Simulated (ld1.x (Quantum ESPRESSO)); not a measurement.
## Which change was made? (Ce, TM)

ld1.x (Quantum ESPRESSO) 7.5 input, shortened:

```
&input
   title='Ce', zed=58., rel=1, dft='PBE', iswitch=3,
   config='[Xe] 4f1 5d1 6s2 6p0'
 /
 &inputp
   pseudotype=2, tm=.true., lloc=1,
   nlcc=.false.
 /
4
5S  1  0   2.00   0.00  1.90  1.90  0.0
5D  3  2   1.00   0.00  2.65  2.65  0.0
4F  4  3   1.00   0.00  1.15  1.15  0.0
5P  2  1   6.00   0.00  1.85  1.85  0.0
 &test
   configts(1)='4f1 5s2 5p6 5d1 6s2 6p0'
 /
```

Occupied shells without a wave of their own: 6s. They enter only through the test configuration that unscreens the potential.

Cutoffs, loose and tight: the cutoffs (Ry, on a coarse ladder) from which the occupation-weighted sum of valence levels, in a spherical-Bessel basis at the reference potential, stays within 10 and 1 mRy of its value at 400 Ry. They do not see the model core or the augmentation charge, which bear on the density cutoff. Test errors are all-electron minus pseudo excitation energies from the reference, over the configurations 4f1 5s2 5p6 5d1 6s1 6p0; 4f1 5s2 5p6 5d1 6s0 6p0; 4f1 5s2 5p6 5d0 6s0 6p0; 4f0 5s2 5p6 5d2 6s1 6p0; 4f1 5s2 5p6 5d2 6s1 6p0; 4f2 5s2 5p6 5d0 6s2 6p0; 4f2 5s2 5p6 5d0 6s1 6p0; variants that change the core or the reference have their own tests.

The base gives: outcome: generated, misses its reference levels by 0.21 eV; cutoff, loose: 200 Ry; cutoff, tight: 230 Ry; bound ghosts: none; largest test error (meV): -1084.

Task: After one change the result is: outcome: generated, misses its reference levels by 0.17 eV; cutoff, loose: 140 Ry; cutoff, tight: 160 Ry; bound ghosts: none; largest test error (meV): +843. Which change was it?
A. all radii scaled by about 1.27 (s 2.42, p 2.36, d 3.38, f 1.46 bohr)
B. reference 4f1 5s2 5p6 5d1.5 6s1.5 6p0
C. core correction a·sin(br)/r model core inside 1.24 bohr
D. type ultrasoft; waves now 5s (bound): rc 1.90 bohr; 6s (bound): rc 1.90 bohr; 5p (bound): rc 1.85 bohr; 6p (bound): rc 1.85 bohr; 5d (bound): rcut 2.30, rcutus 2.65 bohr; 5d channel at 0.35 Ry: rcut 2.30, rcutus 2.65 bohr; 4f (bound): rcut 1.00, rcutus 1.15 bohr; 4f channel at 1.05 Ry: rcut 1.00, rcutus 1.15 bohr; local potential all-electron potential smoothed inside 1.10 bohr (lloc = -1); augmentation PSQ, radius 0.90 bohr

Result: A. The others give: core correction a·sin(br)/r model core inside 1.24 bohr → outcome: failed: run_pseudo: Errors in PS-KS equation | reference 4f1 5s2 5p6 5d1.5 6s1.5 6p0 → outcome: generated, misses its reference levels by 0.19 eV; cutoff, loose: 200 Ry; cutoff, tight: 230 Ry; bound ghosts: none; largest test error (meV): -690 over the solved tests; 2 of 7 tests not solved or not reliable | type ultrasoft; waves now 5s (bound): rc 1.90 bohr; 6s (bound): rc 1.90 bohr; 5p (bound): rc 1.85 bohr; 6p (bound): rc 1.85 bohr; 5d (bound): rcut 2.30, rcutus 2.65 bohr; 5d channel at 0.35 Ry: rcut 2.30, rcutus 2.65 bohr; 4f (bound): rcut 1.00, rcutus 1.15 bohr; 4f channel at 1.05 Ry: rcut 1.00, rcutus 1.15 bohr; local potential all-electron potential smoothed inside 1.10 bohr (lloc = -1); augmentation PSQ, radius 0.90 bohr → outcome: failed: find_q: problem finding q.
